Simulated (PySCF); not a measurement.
Gas-phase reaction: GaH2Cl + GaCl3 ⇌ 2 GaH + 2 Cl2

Computed with PySCF (xtb for GFN2) and rigid-rotor harmonic-oscillator thermochemistry at 1 bar. † marks an energy on the PBE0/def2-TZVP geometry and frequencies; other levels use their own. MP2 and CCSD(T) freeze the core. All species are closed-shell singlets. B3LYP is the form with VWN-RPA correlation. Ga: all electrons, no relativistic terms. GaH2Cl, GaH: computed as isolated molecules; such fragments, hydroxides, amides, oligomers or adducts are transient or little studied in the gas. MP2 isn't extrapolated to the basis-set limit; its ΔH°(298 K) is 1076.3 kJ in def2-SVP and 1033.5 kJ in def2-TZVPP. CCSD(T) isn't extrapolated to the basis-set limit; its ΔH°(298 K) is 1002.7 kJ in def2-SVP and 971.7 kJ in def2-TZVPP. The harmonic model lacks anharmonicity and excited electronic states, which grow with temperature; levels with a mode under 35 cm⁻¹ are left out.

| level | ΔE electronic, kJ | ΔH°(298 K), kJ | ΔS°(298 K), J/K | ΔG°(800 K), kJ |
|---|---|---|---|---|
| B3LYP/def2-TZVP† | 897 | 881 | 255 | 679 |
| CCSD(T)/def2-TZVPP† | 987 | 972 | 255 | 770 |
| GFN2-xTB | 859 | 841 | 252 | 641 |
| M06-2X/def2-TZVP† | 989 | 973 | 255 | 771 |
| MP2/def2-SVP† | 1092 | 1076 | 255 | 874 |
| PBE0/def2-SVP† | 1017 | 1001 | 255 | 799 |
| PBE0/def2-TZVP | 959 | 943 | 255 | 741 |
| ωB97M-V/def2-TZVP† | 950 | 935 | 255 | 733 |
ΔH° is lowest at GFN2-xTB and highest at MP2/def2-SVP†. No reference value is set beside these.
